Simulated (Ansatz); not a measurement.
Ansatz (a quantum-chemistry and plane-wave program) input:
A basis named .json is the Basis Set Exchange file of that set.

Ansatz 0.2 input:
```yaml
crystal:
  periodic: [false, false, false]
  atoms:
    - {symbol: Cl, position_ang: [-1.70065562, -0.32158786, 0.05694345]}
    - {symbol: Si, position_ang: [0.00102501, 0.63883195, -0.00618000]}
    - {symbol: Cl, position_ang: [1.69961322, -0.32808452, -0.05065858]}
    - {symbol: H, position_ang: [0.00337071, 2.10078307, -0.02032277]}
basis:
  gaussian:
    orbitals: cc-pV_Q+d_Z.json
total_charge: 1
magnetization: {spin_polarized: false}
correlation: {method: ccsd_t, electrons: outside_noble_gas}
```

Q: What final total energy does it print?

A: -1208.94969 Eh (CCSD(T)/cc-pV(Q+d)Z). The basis has 222 functions. The run takes roughly 40 core-seconds.
